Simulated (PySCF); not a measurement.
BBr2 (SMILES Br[B]Br), doublet, at a GFN2-xTB geometry; PBE/pcseg-1 in PySCF.

Here is a job for PySCF.
```python
from pyscf import gto, scf, dft

mol = gto.Mole()
mol.atom = '''
    Br   -1.637572   -0.089585    0.005101
    B    -0.015494    0.824729   -0.031273
    Br    1.639785   -0.028233   -0.000634
'''
mol.basis = 'pcseg-1'
mol.charge = 0
mol.spin = 1
mol.verbose = 4
mol.build()

mf = dft.UKS(mol)
mf.xc = 'pbe'
mf.kernel()
```

Output, abridged:

```
PySCF version 2.14.0

[INPUT] verbose = 4
[INPUT] num. atoms = 3
[INPUT] num. electrons = 75
[INPUT] charge = 0
[INPUT] spin (= nelec alpha-beta = 2S) = 1
[INPUT] symmetry False subgroup None
[INPUT] Mole.unit = angstrom
[INPUT] Symbol           X                Y                Z      unit          X                Y                Z       unit  Magmom
[INPUT]  1 Br    -1.637572000000  -0.089585000000   0.005101000000 AA   -3.094562589256  -0.169291114869   0.009639492961 Bohr   0.0
[INPUT]  2 B     -0.015494000000   0.824729000000  -0.031273000000 AA   -0.029279416574   1.558511936986  -0.059097405094 Bohr   0.0
[INPUT]  3 Br     1.639785000000  -0.028233000000  -0.000634000000 AA    3.098744553170  -0.053352637675  -0.001198086363 Bohr   0.0

nuclear repulsion = 297.208724113328
number of shells = 9
number of NR pGTOs = 189
number of NR cGTOs = 68
basis = pcseg-1
ecp = {}

******** <class 'pyscf.dft.uks.UKS'> ********
method = UKS
initial guess = minao
damping factor = 0
level_shift factor = 0
DIIS = <class 'pyscf.scf.diis.CDIIS'>
diis_start_cycle = 1
diis_space = 8
diis_damp = 0
SCF conv_tol = 1e-09
SCF conv_tol_grad = None
SCF max_cycles = 50
direct_scf = True
direct_scf_tol = 1e-13
number electrons alpha = 38  beta = 37
XC library pyscf.dft.libxc version 7.1.2
    S. Lehtola, C. Steigemann, M. J. T. Oliveira, and M. A. L. Marques,  SoftwareX 7, 1–5 (2018)
XC functionals = pbe
    J. P. Perdew, K. Burke, and M. Ernzerhof,  Phys. Rev. Lett. 77, 3865 (1996)
    J. P. Perdew, K. Burke, and M. Ernzerhof,  Phys. Rev. Lett. 78, 1396 (1997)
    J. P. Perdew, K. Burke, and M. Ernzerhof,  Phys. Rev. Lett. 77, 3865 (1996)
    J. P. Perdew, K. Burke, and M. Ernzerhof,  Phys. Rev. Lett. 78, 1396 (1997)
radial grids:
    Treutler-Ahlrichs [JCP 102, 346 (1995); DOI:10.1063/1.469408] (M4) radial grids

becke partition: Becke, JCP 88, 2547 (1988); DOI:10.1063/1.454033
pruning grids: <function nwchem_prune>
grids dens level: 3
symmetrized grids: False
atomic radii adjust function: <function treutler_atomic_radii_adjust>
small_rho_cutoff = 0
Set gradient conv threshold to 3.16228e-05
tot grids = 54896
init E= -5169.86746217792

cycle= 1 E= -5171.75461556029  delta_E= -1.89  |g|= 0.0681  |ddm|= 1.69
cycle= 2 E= -5171.75682068919  delta_E= -0.00221  |g|= 0.0469  |ddm|= 0.168
cycle= 3 E= -5171.75700628267  delta_E= -0.000186  |g|= 0.046  |ddm|= 0.108
cycle= 4 E= -5171.75843386066  delta_E= -0.00143  |g|= 0.00513  |ddm|= 0.0564
cycle= 5 E= -5171.75845400912  delta_E= -2.01e-05  |g|= 0.00193  |ddm|= 0.00952
cycle= 6 E= -5171.75845696806  delta_E= -2.96e-06  |g|= 0.000372  |ddm|= 0.00351
cycle= 7 E= -5171.75845708514  delta_E= -1.17e-07  |g|= 0.000106  |ddm|= 0.000649
cycle= 8 E= -5171.75845709664  delta_E= -1.15e-08  |g|= 3.92e-05  |ddm|= 0.00028
cycle= 9 E= -5171.7584570978  delta_E= -1.16e-09  |g|= 3.43e-06  |ddm|= 8.9e-05
cycle= 10 E= -5171.75845709782  delta_E= -1.82e-11  |g|= 7.13e-07  |ddm|= 9.71e-06
Extra cycle  E= -5171.75845709784  delta_E= -1.82e-11  |g|= 1.11e-06  |ddm|= 2.86e-06
converged SCF energy = -5171.75845709784  <S^2> = 0.75330151  2S+1 = 2.0032988
```
